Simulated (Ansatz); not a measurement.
Mulliken charges of `FC1=C(Br)C1` from PBE/def2-TZVPP in Ansatz (PBE0-D4/def2-TZVP geometry).

```
atom   x (Å)   y (Å)   z (Å)  charge (e)
  F1   0.583  -1.234   1.691      -0.113
  C2   0.217  -0.562   0.637       0.223
  C3  -0.275  -0.534  -0.545      -0.104
 Br4  -0.985  -1.325  -2.034       0.036
  C5   0.132   0.802   0.074      -0.204
  H6  -0.646   1.486   0.417       0.082
  H7   1.035   1.300  -0.286       0.082
```

Problem. By hand: the dipole of these point charges (1 e Å = 4.8032 D).

Solution. Σ q r = (-0.019, 0.087, -0.070) e Å, of length 0.113 e Å = 0.54 D.

Problem. How does the dipole of the full density compare? (An estimate is asked.)

Solution. Ansatz gave: (0.009, 0.136, -0.015) e Å, 0.66 D; the point charges give 0.82 times that, at 35° from its direction.

Point charges leave out the atoms' own dipoles, such as those of lone pairs, and Mulliken's split depends on the basis, so the two needn't agree.
